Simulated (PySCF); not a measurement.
Computed with B3LYP-D3(BJ)/def2-TZVP // TPSS-D3(BJ)/def2-SVP (PySCF). All species are isolated molecules in the gas phase. One relaxed conformer stands for a flexible species; it need not be the lowest. B3LYP has the VWN-RPA correlation part, as in Gaussian. 

Reference species: [W(OH)6] (neutral, multiplicity 1).

The coordination number comes out as 6 and the HOMO comes out as -8.52 eV. The HOMO–LUMO gap is 5.52 eV and the LUMO is -3.00 eV.

Changed species: [W(F)5(OH)] (1 of 6 F replaced by OH; the reference has 6 of 6 F replaced by OH).

**Question.** Predict the effect on the coordination number, HOMO, HOMO–LUMO gap and LUMO.

**Answer.** the coordination number stays essentially unchanged; the HOMO falls by 2.65 eV, to -11.17 eV; the HOMO–LUMO gap goes up by 1.22 eV, to 6.74 eV; the LUMO falls by 1.43 eV, to -4.43 eV.
